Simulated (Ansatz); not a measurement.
Calculated with Ansatz (gas phase, PBE0-D4/def2-TZVP geometries, no zero-point term in ΔE). CCSD(T)/CBS is the MP2 limit (def2-TZVPP, def2-QZVPP) plus CCSD(T) − MP2 in def2-TZVPP, frozen cores. This one scheme is used for every species. Double bonds are as drawn, so ΔE can hold a change between cis and trans. Functionals use def2-TZVPP. Each species was taken in one conformer, which may not be the lowest.

Consider the formal exchange of groups at a C–Cl bond: `O/C(Cl)=C/[SiH3]` + SiH₄ → `O/C([SiH3])=C/[SiH3]` + HCl.

```json
{"level": "PBE-D4", "ΔE (kJ/mol)": "-31.9", "difference from CCSD(T)/CBS": "9.6"}
{"level": "PBE0-D4", "ΔE (kJ/mol)": "-35.2", "difference from CCSD(T)/CBS": "6.3"}
{"level": "ωB97X-V", "ΔE (kJ/mol)": "-34.6", "difference from CCSD(T)/CBS": "6.9"}
{"level": "r2SCAN", "ΔE (kJ/mol)": "-30.6", "difference from CCSD(T)/CBS": "10.9"}
{"level": "PBE0", "ΔE (kJ/mol)": "-32.1", "difference from CCSD(T)/CBS": "9.4"}
{"level": "SCS-MP2/def2-TZVPP", "ΔE (kJ/mol)": "-36.8", "difference from CCSD(T)/CBS": "4.7"}
{"level": "CCSD/def2-TZVPP", "ΔE (kJ/mol)": "-42.1", "difference from CCSD(T)/CBS": "-0.6"}
{"level": "CCSD(T)/def2-TZVPP", "ΔE (kJ/mol)": "-40.7", "difference from CCSD(T)/CBS": "0.8"}
{"level": "HF/def2-QZVPP", "ΔE (kJ/mol)": "-37.8", "difference from CCSD(T)/CBS": "3.7"}
{"level": "MP2/def2-QZVPP", "ΔE (kJ/mol)": "-38.1", "difference from CCSD(T)/CBS": "3.4"}
{"level": "CCSD(T)/CBS", "ΔE (kJ/mol)": "-41.5", "difference from CCSD(T)/CBS": "0"}
```

Largest T1 diagnostic among the species: 0.013.

From PBE to PBE0 (25 % exact exchange), in def2-TZVPP and without D4, ΔE moves by −3.5 kJ/mol. The D4 term adds −5.0 kJ/mol with B3LYP and −3.0 kJ/mol with PBE0; it sums over pairs of atoms, weighted by their polarisabilities, and B3LYP, whose exchange is more repulsive, gets the larger term.

B3LYP here is the variant with VWN-RPA as its local correlation; programs differ in this.
